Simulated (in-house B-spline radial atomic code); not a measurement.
# LDA exchange-only excitations of the nitrogen ion N³⁺

Method: LDA exchange-only. Computed with a B-spline radial code for spherical atoms: linear response of the closed shell [He] 2s2 with the functional's adiabatic kernel; non-relativistic, point nucleus, no spin-orbit coupling, no double excitations, S, P, D and F terms only.

Command:
```bash
python run_td.py task.json out
```
Settings (radii: box in bohr, nucleus in fm):
```
Z                        7
electrons                4
configuration            [He] 2s2
hamiltonian              nr
method                   lda,
box_radius               23.08
intervals                49
```

Cost of the run: 0.1 s on 1 thread of Arm Neoverse N1, with other jobs on the host.

The lowest states, in the order of their Tamm-Dancoff energies; the method's threshold (minus the highest occupied level) is 66.15 eV. Labels give the largest channel, * marks a mixed state, and oscillator strengths are full-response dipole values. Semilocal kernels can invert the small singlet-triplet splittings of Rydberg terms. Energies in eV:

```csv
state,full response,Tamm-Dancoff,oscillator strength
2s → 2p 3P,5.770,6.904,-
2s → 2p 1P,15.061,16.029,0.583
2s → 3s 3S,43.57,43.59,-
2s → 3s 1S,45.23,45.26,-
2s → 3p 3P,46.36,46.39,-
2s → 3p 1P,46.99,47.00,0.303
2s → 3d 3D,48.32,48.35,-
2s → 3d 1D,49.37,49.37,-
2s → 4s 3S,?,?,-
2s → 4s 1S,55.84,55.84,-
2s → 4p 3P,56.38,56.39,-
2s → 4p 1P,56.55,56.56,0.083
2s → 4d 3D,57.20,57.21,-
2s → 4d 1D,57.50,57.50,-
2s → 4f 3F,58.12,58.12,-
2s → 4f 1F,?,?,-
```

Where does 2s → 4f 1F lie?

At 58.14 eV in full response, 58.14 eV in Tamm-Dancoff.

Where does 2s → 4s 3S lie?

At 55.39 eV in full response, 55.39 eV in Tamm-Dancoff.

How large is the singlet-triplet splitting of 2s → 2p (P terms) in Tamm-Dancoff?

9.12 eV, from the unrounded values.

What polarisabilities and dispersion coefficient does the method give?

Dipole 2.101 bohr³, quadrupole 1.536 bohr⁵, C6 2.068 hartree·bohr⁶ for two such species.
